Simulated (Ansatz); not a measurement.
Sen (charge +1): PBE0-D4/def2-SVP single points in Ansatz on relaxed structures, gas phase. Each cluster is the lowest isomer that a short search found in that spin, judged at the geometry's level, and lower ones may exist. HOMO and LUMO are taken over both spins. The structures are stationary points that may keep the symmetry of their start.

Problem. Estimate the order by LUMO (eV), lowest first.
A. Se6⁺ (doublet)
B. Se3⁺ (doublet)
C. Se5⁺ (doublet)

Solution. B (-10.50), C (-9.66), A (-9.21).

In full:

```csv
species,atoms,state,geometry,HOMO (eV),LUMO (eV),gap (eV),point group (within 0.1 Å)
Se3⁺,3,doublet,r2SCAN-D4/def2-TZVP,-12.29,-10.50,1.79,C2v
Se5⁺,5,doublet,r2SCAN-D4/def2-SVP,-11.79,-9.66,2.13,–
Se6⁺,6,doublet,PBE0-D4/def2-SVP,-11.19,-9.21,1.97,C2v
```

The gap (eV) runs from 1.79 (Se3⁺) to 2.13 (Se5⁺).
